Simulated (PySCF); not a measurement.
## Bond length, frequency and bond energy of LaN by level of theory

State: singlet, about 0.2 electrons in the 4f shell (Mulliken). Set-up: La x2c-TZVPall, N x2c-TZVPall; spin-free X2C with a Gaussian nucleus (PySCF 2.14). De refers to La (5d1 6s2) + N in their high-spin ground configurations, without counterpoise correction. A positive dipole means La(−)N(+).

```
      Level  Re (Å)  ωe (cm⁻¹)  De (eV)  μ (D)
        RHF   1.776        978      n/a  -8.69
    RHF-MP2   1.879        712      n/a    n/a
RHF-SCS-MP2   1.868        741      n/a    n/a
   RHF-CCSD   1.810        887      n/a    n/a
RHF-CCSD(T)   1.831        834      n/a    n/a
        PBE   1.820        859      n/a  -7.20
       BP86   1.827        844      n/a  -7.16
       TPSS   1.822        852      n/a  -7.29
     r²SCAN   1.811        876      n/a  -7.33
       PBE0   1.796        915      n/a  -7.60
      HSE06   1.798        907      n/a  -7.58
```

The bond length runs from 1.776 Å (RHF) to 1.879 Å (RHF-MP2).

Correlated steps freeze 19 core orbitals. Spin–orbit coupling is left out, which matters for elements this heavy, above all for dissociation energies.

The whole job (state search and all levels along the bond) took about 4.3 min on 4 threads of AMD EPYC 9R45 96-Core (shared host), peak memory 5.2 GiB.
